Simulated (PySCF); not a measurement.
Task: What does the PBE0-D3(BJ)/def2-SVP structure of trans-Sn(H2O)2F4, `[OH2]->[Sn](<-[OH2])([F])([F])([F])[F]` look like in three dimensions?

Result: 
```xyz
11
F4H4O2Sn angstrom
Sn     0.0070   -0.0286    0.0035
O      0.1265   -0.1163    2.2349
H     -0.8220    0.0250    2.4120
H      0.5457    0.7420    2.4220
O     -0.1317    0.0950   -2.2238
H     -0.4397   -0.8208   -2.3599
H      0.7985    0.0966   -2.5048
F      1.8663   -0.4679   -0.3344
F     -1.8369    0.3631    0.4991
F      0.4980    1.8263    0.3104
F     -0.5244   -1.8462   -0.4682
```

Any rigid rotation of these coordinates is as good. Atoms count from 1 in this order. O2 (oxygen bonded to Sn and 2 H) is pyramidal (angles 104.8°, 100.4° and 97.1°, sum 302.3°, 0.52 Å off the plane of its three neighbours). Sn1 (tin bonded to 4 F and 2 O) is distorted octahedral (the three widest angles are 178.9°, 175.1° and 174.9°, the others run from 78.1° to 102.7°).

Bonds between heavy atoms (Å): Sn1–O2 2.236, Sn1–O5 2.235, Sn1–F8 1.940, Sn1–F9 1.949, Sn1–F10 1.943, Sn1–F11 1.952.

Theory: PySCF 2.14.0, PBE0-D3(BJ)/def2-SVP geometry optimisation, gas phase, def2 core potentials past Kr.

Point group: near C2h, missed by 0.21 Å at most; the miss may be what the optimiser left on a soft mode. Whether it is a minimum is left open (no frequencies).
